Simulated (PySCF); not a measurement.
Delta-SCF ions had no search for a lower state. Excitations are Tamm–Dancoff values on a coarser integration grid. The basis has no diffuse functions, so Rydberg states are missing or too high.

Cartesian coordinates (Å):
```xyz
17

C      2.8599    -0.2174     0.3822
C      1.5898    -0.3285    -0.4648
Si    -0.0231     0.1221     0.3894
I     -0.3293    -1.3698     2.3527
I      0.1205     2.4755     1.1737
C     -1.5186    -0.0482    -0.7367
C     -2.8755     0.2997    -0.1195
H      3.0071     0.8117     0.7450
H      3.7508    -0.5002    -0.2005
H      2.8096    -0.8766     1.2627
H      1.6515     0.3233    -1.3554
H      1.4546    -1.3596    -0.8394
H     -1.3093     0.5903    -1.6144
H     -1.5062    -1.0927    -1.0984
H     -2.8979     1.3441     0.2285
H     -3.6885     0.1705    -0.8513
H     -3.0954    -0.3442     0.7461
```
Charge 0, multiplicity 1.

**Question.** What is the computed HOMO–LUMO gap, S1–T1 gap (TDA) and vertical ionisation energy (Delta-SCF) (M06-2X/def2-TZVP // B3LYP-D3(BJ)/def2-SVP in PySCF)?

**Answer.** 
The HOMO–LUMO gap is 8.16 eV and the S1–T1 gap (TDA) comes out as 0.48 eV. The vertical ionisation energy (Delta-SCF) is 9.35 eV.
